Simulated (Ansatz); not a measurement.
Ideal-gas functions of `[CH2]1[S][SnH2]1` at 298.15 K and 1 bar, from an Ansatz frequency run at PBE0-D4/def2-TZVP.

Molar mass 166.82 g/mol, point group Cs (symmetry number 1), electronic degeneracy 1, moments of inertia 38.689, 166.863, 193.82 u Å². Harmonic wavenumbers (cm⁻¹, unscaled): 327, 390, 439, 447, 510, 674, 722, 743, 971, 985, 1418, 1981, 1989, 3124, 3214.

Use S(trans) = R[1.5 ln M + 2.5 ln T − 1.1517]; rotational temperatures θ = 24.2544 K / I; S(rot) = R[ln(√π/σ · √(T³/θAθBθC)) + 1.5]; for each mode x = 1.438777 ν̃/T, S = R[x/(eˣ − 1) − ln(1 − e⁻ˣ)] and H = RT x/(eˣ − 1); 1 cm⁻¹ = 0.0119627 kJ/mol; R = 8.31446 J/(mol·K).

Question: By hand: the entropy, in J/(mol·K).

Answer: Translation 172.7. Rotation: θ = 0.6269, 0.1454, 0.1251 K, giving 106.9. Vibration, mode by mode: 5.33, 4.18, 3.47, 3.37, 2.65, 1.42, 1.18, 1.08, 0.44, 0.42, 0.07, 0.01, 0.01, 0.00, 0.00, in all 23.6. Electronic 0.0. Sum 303.2 J/(mol·K).

Question: By hand: H − E and G − E in kJ/mol, counted from the electronic energy.

Answer: Zero-point energy ½ × 17934 × 0.0119627 = 107.3; thermal vibration 4.9; translation, rotation and pV give 4 RT = 9.9. H − E = 122.1 kJ/mol, and G − E = 122.1 − 298.15 × 303.2/1000 = 31.7 kJ/mol.

Vibration gives 8 % of the entropy.
